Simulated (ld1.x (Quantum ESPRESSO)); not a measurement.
**Ce TM: all-electron and pseudo phase curves**

```json
{
 "Element": "Ce (Z = 58)",
 "Generator": "ld1.x (Quantum ESPRESSO) 7.5",
 "Type": "norm-conserving Troullier–Martins (Kleinman–Bylander form)",
 "Functional": "PBEsol",
 "Relativity": "scalar-relativistic",
 "Frozen core": "[Kr] 4d10",
 "Valence charge": "12",
 "Reference configuration": "4f0.5 5s2 5p6 5d1.5 6s2 6p0",
 "Partial waves": "5s (bound): rc 2.50 bohr; 5p (bound): rc 2.75 bohr; 4f (bound): rc 1.85 bohr; 5d (bound): rc 3.30 bohr",
 "Local potential": "the d channel",
 "Core correction": "Bessel-smoothed model core inside 0.95 bohr"
}
```

Occupied shells without a wave of their own: 6s. They enter only through the test configuration that unscreens the potential, and ld1.x also counts them in the model core charge.

The phase is arctan(r·u′/u) with u = r·R(r), unwrapped; energies in Ry, scanned from -5 to 5 Ry. A pole is an energy at which the radial function vanishes at the test radius. The pseudo phase is shifted by a multiple of π to meet the all-electron one at the reference energy, and phase errors are pseudo minus all-electron; the curves can meet again beyond the range given. Levels narrower than the energy grid can be missing from the lists of poles.

Problem. For each channel, where are the poles, and over which energies does the pseudopotential scatter like the atom?

Solution.

```json
{"channel": "s", "radius (bohr)": "3.61", "reference energy (Ry)": "-3.11", "poles, all-electron": "-3.09, 1.16", "poles, pseudo": "-3.09, 1.69", "unbroken range about the reference energy with phases within 0.05 rad": "below -0.8", "phase error 1 Ry above the reference energy (rad)": "+0.002"}
{"channel": "p", "radius (bohr)": "3.61", "reference energy (Ry)": "-1.80", "poles, all-electron": "-1.75, 2.03", "poles, pseudo": "-1.75, 1.65", "unbroken range about the reference energy with phases within 0.05 rad": "below -0.2", "phase error 1 Ry above the reference energy (rad)": "-0.006"}
{"channel": "d", "radius (bohr)": "3.61", "reference energy (Ry)": "-0.26", "poles, all-electron": "0.08, 3.65", "poles, pseudo": "0.08, 3.55", "unbroken range about the reference energy with phases within 0.05 rad": "below 1.5", "phase error 1 Ry above the reference energy (rad)": "-0.001"}
{"channel": "f", "radius (bohr)": "3.61", "reference energy (Ry)": "-0.61", "poles, all-electron": "-0.60, 2.12", "poles, pseudo": "-0.60, 2.35", "unbroken range about the reference energy with phases within 0.05 rad": "below 0.6", "phase error 1 Ry above the reference energy (rad)": "+0.018"}
```

The potential misses its own reference levels by up to 0.5 eV. ld1.x takes every shell without a wave as core, so the model core holds the 6s electrons as well and exchange and correlation see them twice. This cancels in the reference configuration, but the file is broken for other ones, and its errors say nothing about a proper core correction.

Phases in the d channel:

| E (Ry) | all-electron | pseudo |
| --- | --- | --- |
| -5.00 | 1.444 | 1.444 |
| -4.48 | 1.437 | 1.437 |
| -3.96 | 1.428 | 1.428 |
| -3.44 | 1.417 | 1.417 |
| -2.92 | 1.402 | 1.402 |
| -2.40 | 1.383 | 1.383 |
| -1.88 | 1.353 | 1.353 |
| -1.36 | 1.302 | 1.302 |
| -0.84 | 1.167 | 1.167 |
| -0.32 | -0.568 | -0.568 |
| 0.20 | -1.633 | -1.633 |
| 0.72 | -1.821 | -1.822 |
| 1.24 | -2.161 | -2.171 |
| 1.76 | -3.744 | -3.793 |
| 2.28 | -4.443 | -4.457 |
| 2.80 | -4.603 | -4.612 |
| 3.32 | -4.678 | -4.687 |
| 3.84 | -4.730 | -4.741 |
| 4.36 | -4.777 | -4.795 |
| 4.88 | -4.835 | -4.869 |
